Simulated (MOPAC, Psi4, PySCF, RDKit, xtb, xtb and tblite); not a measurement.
Internal rotation in SMILES Cc1ccc(B(O)O)cc1. Scanned: dihedral C4–C5–B6–O7; all other coordinates were relaxed at GFN2-xTB. Points at φ and −φ are mirror images.

Geometry of the scan point at 105° (Å):
```
19

C     -3.1627     0.0070    -0.3358
C     -1.6695     0.0002    -0.2038
C     -1.0155     0.8745     0.6520
C      0.3633     0.8540     0.7675
C      1.1396    -0.0413     0.0354
B      2.7192    -0.0647     0.1885
O      3.2979    -1.0622     0.8831
O      3.5280     0.9058    -0.3281
C      0.4728    -0.9213    -0.8155
C     -0.9033    -0.8984    -0.9372
H     -3.4535     0.1079    -1.3805
H     -3.5777    -0.9298     0.0353
H     -3.6006     0.8259     0.2295
H     -1.5900     1.5798     1.2368
H      0.8483     1.5461     1.4427
H      4.2528    -0.9956     0.9383
H      3.0953     1.6105    -0.8062
H      1.0470    -1.6336    -1.3906
H     -1.3949    -1.5899    -1.6075
```

Computed with: GFN2-xTB (xtb and tblite); PBE/def2-SVP // GFN2-xTB (Psi4); PBE-D3(BJ)/def2-SVP // GFN2-xTB (Psi4); UFF // GFN2-xTB (RDKit); PM7, restricted, heats of formation // GFN2-xTB (MOPAC); PM6, restricted, heats of formation // GFN2-xTB (MOPAC); GFN1-xTB // GFN2-xTB (xtb); RKS-B3LYP/6-31G* = restricted B3LYP/6-31G*, spherical d, density fitting // GFN2-xTB run with PySCF; RHF/3-21G = PySCF with restricted Hartree-Fock/3-21G, density fitting // GFN2-xTB; RHF/STO-3G = PySCF 2.14.0 with restricted Hartree-Fock/STO-3G // GFN2-xTB; RHF/6-31G* = restricted Hartree-Fock/6-31G*, spherical d, density fitting // GFN2-xTB (PySCF 2.14.0).

Least-squares fit of E(φ) = a0 + Σ (a_n cos nφ + b_n sin nφ), n = 1 to 4, to the 24 scan points, in kJ/mol above the lowest point of each profile (levels whose profile four harmonics don't fit are not listed):

| method | a0 | a1 | b1 | a2 | b2 | a3 | b3 | a4 | b4 | rms of fit |
|---|---|---|---|---|---|---|---|---|---|---|
| GFN2-xTB | 3.82 | 0.00 | 0.00 | -4.53 | 0.00 | 0.03 | 0.00 | 0.65 | 0.00 | 0.05 |
| PBE/def2-SVP | 6.92 | 0.01 | 0.00 | -8.27 | 0.00 | 0.07 | 0.00 | 1.39 | 0.00 | 0.06 |
| PBE-D3(BJ)/def2-SVP | 7.10 | 0.00 | 0.00 | -8.49 | 0.00 | 0.08 | 0.00 | 1.44 | 0.00 | 0.06 |
| UFF | 12.07 | 0.03 | 0.00 | -15.83 | 0.00 | 0.04 | 0.00 | 3.54 | 0.00 | 0.26 |
| PM7 | 1.56 | 0.04 | 0.00 | -1.96 | 0.00 | -0.03 | 0.00 | 0.32 | 0.00 | 0.06 |
| PM6 | 1.08 | 0.05 | 0.00 | -1.26 | 0.00 | -0.03 | 0.00 | 0.18 | 0.00 | 0.01 |
| GFN1-xTB | 5.76 | -0.01 | 0.00 | -6.22 | 0.00 | 0.03 | 0.00 | 0.43 | 0.00 | 0.03 |
| RKS-B3LYP/6-31G* | 7.42 | 0.00 | 0.00 | -9.04 | 0.00 | 0.09 | 0.00 | 1.61 | 0.00 | 0.05 |
| RHF/3-21G | 9.54 | 0.04 | 0.00 | -11.17 | 0.00 | 0.07 | 0.00 | 1.67 | 0.00 | 0.06 |
| RHF/STO-3G | 6.39 | 0.03 | 0.00 | -7.23 | 0.00 | 0.00 | 0.00 | 0.79 | 0.00 | 0.05 |
| RHF/6-31G* | 7.72 | 0.02 | 0.00 | -9.42 | 0.00 | 0.07 | 0.00 | 1.70 | 0.00 | 0.05 |
